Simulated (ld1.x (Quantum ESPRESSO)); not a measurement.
**carbon, TM: configuration errors across variants**

| Quantity | Value |
| --- | --- |
| Element | C |
| Generator | ld1.x (Quantum ESPRESSO) 7.5 |
| Type | norm-conserving Troullier–Martins (Kleinman–Bylander form) |
| Functional | PBE |
| Relativity | scalar-relativistic |
| Frozen core | [He] |
| Valence charge | 4 |
| Reference configuration | 2s2 2p2 |
| Partial waves | 2s (bound): rc 1.30 bohr; 2p (bound): rc 2.90 bohr; 3d channel at 0.35 Ry: rc 3.00 bohr |
| Local potential | the d channel |
| Core correction | none |

All-electron excitation energies from the reference (eV): (1) 2s2 2p1 10.862; (2) 2s2 2p0 35.018; (3) 2s1 2p0 83.212; (4) 2s0 2p4 16.975; (5) 2s1 2p2 19.615; (6) 2s2 2p1.5 3.963; (7) 2s2 2p2.3 -1.158.

A true bound ghost makes a file unfit for plane-wave use even where its test errors are small: the radial tests pick states by their node count and pass the ghost by.

Errors AE − PS in meV (a dash: test not solved or not reliable):

| change | (1) | (2) | (3) | (4) | (5) | (6) | (7) | bound ghosts |
| --- | --- | --- | --- | --- | --- | --- | --- | --- |
| base | +123 | +1005 | +1901 | -80 | -112 | +19 | +2.2 | s |
| wave 2s (bound): rc 1.30 bohr becomes 2s (bound): rc 0.90 bohr | +123 | +1000 | +1904 | -86 | -111 | +19 | +2.1 | s |
| wave 2s (bound): rc 1.30 bohr becomes 2s (bound): rc 1.08 bohr | +122 | +997 | +1902 | -98 | -112 | +19 | +2.1 | s |
| wave 2s (bound): rc 1.30 bohr becomes 2s (bound): rc 1.20 bohr | +123 | +1001 | +1902 | -90 | -112 | +19 | +2.1 | s |
| wave 2s (bound): rc 1.30 bohr becomes 2s (bound): rc 1.62 bohr | +126 | +1027 | +1899 | -53 | -119 | +19 | +2.2 | none |
| wave 2s (bound): rc 1.30 bohr becomes 2s (bound): rc 1.72 bohr | +127 | +1036 | +1899 | -51 | -123 | +19 | +2.2 | none |
| wave 2s (bound): rc 1.30 bohr becomes 2s (bound): rc 1.94 bohr | +132 | +1073 | +1909 | -56 | -135 | +20 | +2.3 | none |

Q: Give the same row for: wave 2s (bound): rc 1.30 bohr becomes 2s (bound): rc 1.42 bohr.

A: +124, +1012, +1900, -65, -114, +19, +2.2; bound ghosts: none.
